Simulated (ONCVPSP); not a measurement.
Pseudopotential generation for Mn: ONCV, PBE, non-relativistic.

```json
{
  "Element": "manganese (Mn)",
  "Generator": "ONCVPSP 4.0.1",
  "Type": "optimised norm-conserving Vanderbilt (ONCV)",
  "Functional": "PBE",
  "Relativity": "non-relativistic",
  "Frozen core": "[Ne]",
  "Valence charge": "15",
  "Reference configuration": "3s2 3p6 3d5 4s2",
  "Partial waves": "3s+4s: rc 1.15 bohr, ncon 4, nbas 7, qcut 8.4 1/bohr, 3 projectors, debl 3.6 Ha; 3p: rc 1.40 bohr, ncon 5, nbas 9, qcut 10.3 1/bohr, 2 projectors, debl 3.7 Ha; 3d: rc 1.50 bohr, ncon 3, nbas 7, qcut 11.5 1/bohr, 3 projectors, debl 3.9 Ha",
  "Local potential": "polynomial inside 0.70 bohr (lpopt 1, dvloc0 4 Ha)",
  "Core correction": "none"
}
```

Poles of the logarithmic derivatives, all-electron (AE) and pseudo (PS). s: poles at -1.3 (AE) and -1.3 (PS) Ha. p: poles at -1.3 (AE) and -1.3 (PS) Ha. d: poles at 0.4 (AE) and 0.4 (PS) Ha. Test radii: s 1.17, p 1.42, d 1.52 bohr.

- Cutoffs needed: 46 Ha and 79 Ha (the cutoffs (Ha) at which the residual kinetic energy of the hardest occupied pseudo-wave falls to 1 and 0.1 mHa per electron)
- Ghost test: no bound ghost flagged; GHOST(+) flags only above 600 eV
- Largest excitation error: -45 meV (all-electron minus pseudo) for 3s2 3p5 3d5 4s2, out of 4 test configurations
